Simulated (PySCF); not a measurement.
C₈H₁₀NP.
Numbering: `[cH:1]1[cH:2][c:3]([P:4]2[CH2:5][CH2:6][CH2:7]2)[cH:8][cH:9][n:10]1`

Geometry (GFN2-xTB, Å), atoms numbered from 1 in this order:
```
atom  x, y, z in Å
C1     2.5873   -0.7295    0.8939
C2     1.3319   -1.1346    0.4736
C3     0.6602   -0.3628   -0.4709
P4    -0.9703   -0.8824   -1.1320
C5    -1.8868   -1.0660    0.4991
C6    -2.1311    0.4454    0.5817
C7    -1.8939    0.7392   -0.9042
C8     1.3242    0.7475   -0.9856
C9     2.5800    1.0597   -0.4932
N10    3.2000    0.3474    0.4322
H11    3.1343   -1.2941    1.6384
H12    0.8842   -2.0326    0.8742
H13   -2.8100   -1.6229    0.3338
H14   -1.3459   -1.5161    1.3292
H15   -3.1135    0.7345    0.9587
H16   -1.3698    0.9267    1.1968
H17   -1.3580    1.6571   -1.1381
H18   -2.8195    0.7125   -1.4809
H19    0.8704    1.3572   -1.7535
H20    3.1211    1.9243   -0.8563
```

Probes without a nucleus sit at each ring's centroid and 1 Å off its mean plane on both sides; NICS is minus the shielding there, NICSzz its component along the normal. Level: GIAO PBE0/pcSseg-1 (PySCF, non-relativistic, gas phase) on the GFN2-xTB geometry, one conformer.

Ring bond lengths (Å), with Mayer bond orders in brackets: C1–C2 1.384 (1.41), C2–C3 1.392 (1.38), C3–C8 1.392 (1.38), C8–C9 1.385 (1.41), C9–N10 1.322 (1.48), N10–C1 1.322 (1.48); P4–C5 1.880 (0.97), C5–C6 1.533 (0.99), C6–C7 1.533 (0.99), C7–P4 1.880 (0.97).

Task: What do the NICS probes read (ppm)?

Result: 
| ring | type | NICS(0) | NICS(1), two faces | NICS(1)zz, two faces | rms pucker (Å) | centre to ring atoms, mean (Å) |
| --- | --- | --- | --- | --- | --- | --- |
| C1–C2–C3–C8–C9–N10 | 6-membered ring with N; formal bonds all aromatic | -6.2 | -10.5 / -10.4 | -26.2 / -27.1 | 0.01 | 1.37 |
| P4–C5–C6–C7 | 4-membered ring with P; formal bonds all single | 3.0 | -0.1 / 0.5 | 6.5 / 8.6 | 0.13 | 1.20 |

Task: What do they say, and how far can they be read as aromaticity?

Result: 
- C1–C2–C3–C8–C9–N10: mean NICS(1)zz -26.6 ppm, shielded. For a flat ring without four-coordinate atoms the NICS criterion counts such a value as aromatic.
- P4–C5–C6–C7: mean NICS(1)zz 7.5 ppm, deshielded. C5, C6, C7 have four or more neighbours; no verdict on aromaticity is drawn.

Task: What does the geometric index give? HOMA takes Krygowski's 1993 parameters.

Result: 
- C1–C2–C3–C8–C9–N10: HOMA 0.99; the largest term is that of C9–N10, α(R − Ropt)² = 0.01. The geometric and the magnetic index point the same way.
